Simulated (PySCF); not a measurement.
Isomers of C3H5N. All species are isolated molecules in the gas phase. One relaxed conformer stands for each flexible species; it need not be the lowest. Strings in code marks are SMILES.

Quantity: electronic energy of isomers of C3H5N relative to `[H]/N=C\C=C` (C–C–C–N torsion 180°), in kJ/mol.

A: `C1=CNC1`
B: `N=C1CC1`
C: `NC1=CC1`
D: `C=C=CN`
E: `C=C=NC`

Q: Order them by electronic energy of isomers of C3H5N relative to `[H]/N=C\C=C` (C–C–C–N torsion 180°) (lowest first) at the level B3LYP-D3(BJ)/def2-TZVP (PySCF).

A: E (35.20 kJ/mol), D (66.3 kJ/mol), B (84.4 kJ/mol), A (99.4 kJ/mol), C (139.8 kJ/mol)
